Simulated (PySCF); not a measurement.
W(O)2(OH)(NH2) (H3NO3W), SMILES [NH2][W](=[O])(=[O])[OH], multiplicity 1.

Coordinates come from a B3LYP-D3(BJ)/def2-SVP optimisation. The geometry has at least one imaginary mode, so it is a saddle point at that level. The multiplicity is an assumed one; no other spin state was optimised. The structure was generated by enumeration; whether it is a known compound was not checked. The def2 effective core potentials stand for the cores of W; spin–orbit coupling is left out. The values are those of a single conformer.

Calculation: ωB97X/def2-TZVP (PySCF).

Symmetry labels are those of the subgroup Cs that the program uses (full group Cs).

Computed valence orbital energies around the gap with their symmetry:
```
orbital  symmetry  energy (eV)
-------  --------  -----------
HOMO−7         A'       -14.18
HOMO−6         A'       -14.10
HOMO−5         A"       -13.50
HOMO−4         A'       -12.48
HOMO−3         A'       -12.23
HOMO−2         A"       -12.01
HOMO−1         A"       -11.13
HOMO           A'       -11.00
LUMO           A'         0.72
LUMO+1         A"         0.84
LUMO+2         A'         1.58
LUMO+3         A'         1.98
```
